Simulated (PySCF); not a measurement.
**BiTe: energy against distance**

Set-up: basis Bi cc-pVDZ-PP with ECP60, Te cc-pVDZ-PP with ECP28; scalar-relativistic core potentials; PySCF 2.14. Energies in eV from Bi + Te in their ground configurations at the same level. All curves are PBE0. state 1: ²Π (doublet), unpaired electrons π ↑; state 2: ⁴Π (quartet), unpaired electrons π ↑↑↑, a second solution, started from another occupation; state 3: Ms = 0.5 determinant of mixed spin (⟨S²⟩ near 1.8), unpaired electrons π ↑↑↓, a mixture of terms (⟨Lz²⟩ = 3.0), a second solution, started from another occupation; state 4: sextet, unpaired electrons σ ↑, π ↑↑↑↑, a second solution, started from another occupation.

```csv
R (Å),state 1,state 2,state 3,state 4
2.271,-0.862,1.612,1.956,7.9693
2.377,-1.745,0.295,0.640,5.9254
2.482,-2.207,-0.563,-0.218,4.3894
2.562,-2.358,-0.988,-0.642,3.4915
2.641,-2.390,-1.270,-0.924,2.7672
2.720,-2.341,-1.443,-1.097,2.1826
2.826,-2.207,-1.545,-1.199,1.5755
2.958,-1.981,-1.530,-1.184,1.0288
3.116,-1.677,-1.380,-1.034,0.5932
3.328,-1.270,-1.067,-0.722,0.2553
```

Problem. Put a parabola through the three lowest points of the state 2 curve and estimate Re, k and ωe (reduced mass 80.11 u; 1 eV/Å² = 0.16022 mdyn/Å; ωe = 1302.8·√(k/μ) cm⁻¹).

Solution. Through R = 2.72, 2.826, 2.958 Å the second-order coefficient is 4.52 eV/Å², so Re ≈ 2.879 Å, k ≈ 1.45 mdyn/Å and ωe ≈ 175 cm⁻¹. A polynomial fit of higher order to the unrounded PBE0 energies gives Re = 2.874 Å, k = 1.26 mdyn/Å, ωe = 164 cm⁻¹; anharmonicity and rounding make the difference.

The higher-order fit for each curve: state 2: Re = 2.874 Å, ωe = 164 cm⁻¹, minimum 1.56 eV below the ground-state fragments; state 3: Re = 2.874 Å, ωe = 163 cm⁻¹, minimum 1.21 eV below the ground-state fragments. State 1 gave no clean fit. State 4 gave no clean fit.

⟨S²⟩ of the unrestricted solution departs from its pure value on part of the curve, where spin states mix. Spin–orbit coupling is left out, which matters for elements this heavy, above all for dissociation energies. The state is the lowest determinant that a PBE0 search found; another state may lie lower at other levels.
